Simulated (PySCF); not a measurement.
# Two-component Hartree-Fock for I (iodine, neutral)

Start: [Kr] 4d10 5s2 5p5; 5p1/2 filled at m_j = -1/2, +1/2; 5p3/2 filled at m_j = -1/2, +1/2, +3/2. Calculated with PySCF 2.14 in x2c-TZVPPall-2c (8s9p5d2f, 74 functions): generalised Hartree-Fock with the X2C-1e Hamiltonian and a Gaussian nucleus; one run each with spin-orbit coupling (SO) switched off, then screened by Boettger's factors.

```json
{"spinor shell": "1s1/2", "electrons": "2", "ε, spin-free (eV)": "-33334.0", "ε, screened SO (eV)": "-33330.2", "weight of nominal j (screened SO)": "1.000", "rms radius, screened SO (bohr)": "0.0311"}
{"spinor shell": "2s1/2", "electrons": "2", "ε, spin-free (eV)": "-5249.9", "ε, screened SO (eV)": "-5248.7", "weight of nominal j (screened SO)": "1.000", "rms radius, screened SO (bohr)": "0.127"}
{"spinor shell": "2p1/2", "electrons": "2", "ε, spin-free (eV)": "-4704.9", "ε, screened SO (eV)": "-4912.6", "weight of nominal j (screened SO)": "1.000", "rms radius, screened SO (bohr)": "0.109"}
{"spinor shell": "2p3/2", "electrons": "4", "ε, spin-free (eV)": "-4704.9", "ε, screened SO (eV)": "-4611.2", "weight of nominal j (screened SO)": "1.000", "rms radius, screened SO (bohr)": "0.115"}
{"spinor shell": "3s1/2", "electrons": "2", "ε, spin-free (eV)": "-1102.3", "ε, screened SO (eV)": "-1101.9", "weight of nominal j (screened SO)": "1.000", "rms radius, screened SO (bohr)": "0.334"}
{"spinor shell": "3p1/2", "electrons": "2", "ε, spin-free (eV)": "-921.45", "ε, screened SO (eV)": "-961.59", "weight of nominal j (screened SO)": "1.000", "rms radius, screened SO (bohr)": "0.327"}
{"spinor shell": "3p3/2", "electrons": "4", "ε, spin-free (eV)": "-921.45", "ε, screened SO (eV)": "-903.07", "weight of nominal j (screened SO)": "1.000", "rms radius, screened SO (bohr)": "0.338"}
{"spinor shell": "3d3/2", "electrons": "4", "ε, spin-free (eV)": "-651.11", "ε, screened SO (eV)": "-658.08", "weight of nominal j (screened SO)": "1.000", "rms radius, screened SO (bohr)": "0.311"}
{"spinor shell": "3d5/2", "electrons": "6", "ε, spin-free (eV)": "-651.11", "ε, screened SO (eV)": "-646.02", "weight of nominal j (screened SO)": "1.000", "rms radius, screened SO (bohr)": "0.314"}
{"spinor shell": "4s1/2", "electrons": "2", "ε, spin-free (eV)": "-211.00", "ε, screened SO (eV)": "-210.82", "weight of nominal j (screened SO)": "1.000", "rms radius, screened SO (bohr)": "0.787"}
{"spinor shell": "4p1/2", "electrons": "2", "ε, spin-free (eV)": "-151.78", "ε, screened SO (eV)": "-159.63", "weight of nominal j (screened SO)": "1.000", "rms radius, screened SO (bohr)": "0.826"}
{"spinor shell": "4p3/2", "electrons": "4", "ε, spin-free (eV)": "-151.78", "ε, screened SO (eV)": "-148.04", "weight of nominal j (screened SO)": "1.000", "rms radius, screened SO (bohr)": "0.855"}
{"spinor shell": "4d3/2", "electrons": "4", "ε, spin-free (eV)": "-62.616", "ε, screened SO (eV)": "-63.612", "weight of nominal j (screened SO)": "0.998", "rms radius, screened SO (bohr)": "0.988"}
{"spinor shell": "4d5/2", "electrons": "6", "ε, spin-free (eV)": "-62.616", "ε, screened SO (eV)": "-61.720", "weight of nominal j (screened SO)": "0.999", "rms radius, screened SO (bohr)": "0.999"}
{"spinor shell": "5s1/2", "electrons": "2", "ε, spin-free (eV)": "-23.817", "ε, screened SO (eV)": "-23.758", "weight of nominal j (screened SO)": "1.000", "rms radius, screened SO (bohr)": "2.14"}
{"spinor shell": "5p1/2", "electrons": "2", "ε, spin-free (eV)": "-10.903", "ε, screened SO (eV)": "-11.678", "weight of nominal j (screened SO)": "0.908", "rms radius, screened SO (bohr)": "2.58"}
{"spinor shell": "5p3/2", "electrons": "3", "ε, spin-free (eV)": "-10.903", "ε, screened SO (eV)": "-10.473", "weight of nominal j (screened SO)": "0.939", "rms radius, screened SO (bohr)": "2.68"}
```

| quantity | spin-free | screened SO |
| --- | --- | --- |
| E (hartree) | -7111.65179 | -7113.79819 |
| M_J | 3/2 | 3/2 |
| ⟨J²⟩ | 3.762 | 3.762 |
| ⟨L²⟩ | 2.009 | 2.036 |
| ⟨S²⟩ | 0.753 | 0.780 |

Each row is a mean over spinors that exchange with the open shell spreads, by up to 2.377 eV (5s1/2).

Breit and QED terms are absent; they matter most for the inner s and p1/2 levels.

Densities and radii are taken from the X2C orbitals without a picture-change correction, which distorts them close to the nucleus.

Without spin-orbit coupling the j labels of p, d and f shells carry no meaning; the spin-free column gives the mean over the occupied spinors of each nl shell.
